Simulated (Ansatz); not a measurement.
**Correcting a cheap level on S-containing molecules**

The vertical ionisation energy (cation less neutral) in eV of 8 S-containing molecules: x at wB97M-V/def2-TZVPP, y at CCSD(T)/def2-TZVPP. Shapes, held fixed at every level: PBE0-D4/def2-TZVP. Programs: Ansatz 0.2.0.

```
                    molecule  x (eV)  y (eV)
                   InH3(SH2)   10.03    9.98
     SF2 (sulfur difluoride)   10.19   10.11
                   GaH3(SH2)   10.40   10.44
      H2S (hydrogen sulfide)   10.40   10.30
S2F2 (Thio-thionyl fluoride)   10.51       ?
                    BH3(SH2)   11.03   11.09
HBS (hydrogen boron sulfide)   11.08   11.14
     SOF2 (thionyl fluoride)   12.47   12.47
```

Problem. Fit y = c + s·x to the known rows and predict y for S2F2.

Solution. 
1. Means of the 7 rows: x = 10.8000, y = 10.790.
2. Σ(Δx)² = 4.2052, Σ(Δx·Δy) = 4.3471, so the slope is 4.3471/4.2052 = 1.0337.
3. Intercept: 10.790 − (1.0337) × 10.8000 = -0.374. The largest residual of the fit is 0.077.
4. S2F2: -0.374 + 1.0337 × 10.51 = 10.49 eV.

CCSD(T)/def2-TZVPP gives 10.48 eV, so the prediction is off by +0.01 eV, within the largest residual. Uncorrected, wB97M-V/def2-TZVPP misses S2F2 by +0.03 eV, and the other rows by 0.06 on average. The line removes about 65 % of this miss, partly by chance. Left out in turn, the other rows are missed by 0.09 eV on average, worse than no correction. Cations run unrestricted. For atoms past krypton def2 sets carry core potentials with scalar relativity. Relativity is left out for Ga. Outer-core shells of Ga, In are correlated, in sets that cover them unevenly.
